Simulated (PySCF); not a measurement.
Can point charges reproduce the dipole moment of 2-methyl-[1,2,4]diazaphospholo[1,5-a]pyridine, `CC1=NN2C=CC=CC2=P1`?

Coordinates (PBE0-D3(BJ)/def2-SVP, Å) and charges (e) from the PBE0/pcSseg-1 density (PySCF):

| atom | x | y | z | Mulliken | IAO | Hirshfeld | ESP-fitted |
| --- | --- | --- | --- | --- | --- | --- | --- |
| C1 | 2.824 | -0.392 | -1.584 | -0.1708 | -0.4228 | -0.1206 | -0.3513 |
| C2 | 1.337 | -0.366 | -1.431 | -0.2969 | -0.0757 | -0.0069 | +0.3500 |
| N3 | 0.832 | 0.182 | -0.341 | -0.2082 | -0.2547 | -0.1413 | -0.5743 |
| N4 | -0.500 | 0.122 | -0.379 | -0.4740 | +0.0962 | +0.0644 | +0.5372 |
| C5 | -1.247 | 0.631 | 0.645 | +0.2906 | -0.0367 | +0.0174 | -0.2632 |
| C6 | -2.608 | 0.564 | 0.595 | -0.2183 | -0.1830 | -0.0598 | -0.0857 |
| C7 | -3.242 | -0.037 | -0.525 | -0.0125 | -0.1452 | -0.0444 | -0.2347 |
| C8 | -2.481 | -0.544 | -1.548 | -0.1483 | -0.1476 | -0.0502 | -0.1762 |
| C9 | -1.067 | -0.474 | -1.496 | +0.0368 | -0.1426 | -0.0228 | -0.0323 |
| P10 | 0.176 | -1.012 | -2.609 | +0.3312 | +0.1596 | -0.0277 | -0.2664 |
| H11 | 3.296 | 0.051 | -0.696 | +0.1310 | +0.1595 | +0.0467 | +0.1166 |
| H12 | 3.142 | 0.175 | -2.472 | +0.1392 | +0.1567 | +0.0485 | +0.1215 |
| H13 | 3.194 | -1.421 | -1.705 | +0.1379 | +0.1563 | +0.0483 | +0.1233 |
| H14 | -0.665 | 1.070 | 1.456 | +0.1240 | +0.1844 | +0.0697 | +0.1983 |
| H15 | -3.192 | 0.975 | 1.419 | +0.1169 | +0.1671 | +0.0603 | +0.1514 |
| H16 | -4.331 | -0.093 | -0.568 | +0.1085 | +0.1613 | +0.0583 | +0.1763 |
| H17 | -2.943 | -1.011 | -2.419 | +0.1129 | +0.1672 | +0.0599 | +0.2095 |

Q: Form Σ q r in debye for every column and set it beside the full dipole.

A: The full density gives (-1.80, 0.65, 1.34) D, 2.33 D in size; dipole vectors point from the negative to the positive end.

```
    scheme     μx     μy     μz  size (D)  share of the full size (%)  angle to the full dipole (°)
  Mulliken  -0.62  -0.84  -1.62      1.93                          83                           111
       IAO  -1.66   0.07   0.20      1.67                          72                            32
 Hirshfeld  -1.37   0.42   0.87      1.67                          72                             4
ESP-fitted  -1.77   0.62   1.30      2.29                          98                             1
```

Q: Which set comes closest?

A: Length of the difference vector: ESP-fitted 0.05 D, Hirshfeld 0.68 D, IAO 1.29 D, Mulliken 3.52 D. Closest: ESP-fitted. The schemes that divide the density aren't constrained to reproduce the dipole.

Q: What is left for the Hirshfeld atoms' own dipoles?

A: The Hirshfeld atoms' densities add up to the full density, so μ = Σ q r + Σ (atomic dipoles). The atomic dipoles sum to (-1.80, 0.65, 1.34) − (-1.37, 0.42, 0.87) = (-0.43, 0.23, 0.47) D, 0.68 D in size.

Q: With the origin at the mean of the coordinates, (-0.440, -0.093, -0.804) Å, which are the largest single terms, by size, of the Hirshfeld dipole along the direction of the full one?

A: C1 +1.76, H15 +1.07, H16 +0.88, H13 -0.85, H12 -0.85 D; all 17 atoms together +1.67 D. The single terms depend on the origin, their sum doesn't.

Q: Give the size of the full dipole in other units.

A: 2.33 D = 0.918 au = 0.486 e·Å = 7.79 × 10⁻³⁰ C·m.

Geometry: PBE0-D3(BJ)/def2-SVP; no solvent, vibrations or thermal averaging.
